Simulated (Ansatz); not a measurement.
Compare A (`[SiH3][NH][AlH][TeH]`) with its isomer B (`N[SiH2][AlH][TeH]`).

Calculated with Ansatz (gas phase, PBE0-D4/def2-TZVP geometries, no zero-point term in ΔE). CCSD(T)/CBS adds triple-zeta CCSD(T) − MP2 to the extrapolated MP2 energy (def2 sets, frozen cores). DFT in def2-TZVPP. B3LYP here is the variant with VWN-RPA as its local correlation; programs differ in this. Elements past krypton have def2 core potentials. For Te outer-core shells are correlated without core-valence functions, which leaves a few kJ/mol of doubt a bond. One conformer a species, not always the lowest.

(1) Which is lower in electronic energy at CCSD(T)/CBS, and by how much? (Estimate.)

(2) Give E(B) − E(A) in kJ/mol with ωB97M-V, CCSD/def2-TZVPP, B3LYP-D4, PBE-D4, CCSD(T)/def2-TZVPP, B3LYP, r2SCAN-D4. (Best estimate.)

Largest T1 diagnostic: 0.012.

Results:

(1) The calculation gave: A, by 110.1 kJ/mol.

(2) The calculation gave: ωB97M-V 113.0, CCSD/def2-TZVPP 111.7, B3LYP-D4 107.3, PBE-D4 85.8, CCSD(T)/def2-TZVPP 110.8, B3LYP 102.2, r2SCAN-D4 102.9. None reverses the order clearly.

The D4 term adds +5.1 kJ/mol with B3LYP and +2.7 kJ/mol with PBE0; it sums over pairs of atoms, weighted by their polarisabilities, and B3LYP, whose exchange is more repulsive, gets the larger term. From PBE to PBE0 (25 % exact exchange), in def2-TZVPP and without D4, E(B) − E(A) moves by +6.9 kJ/mol.
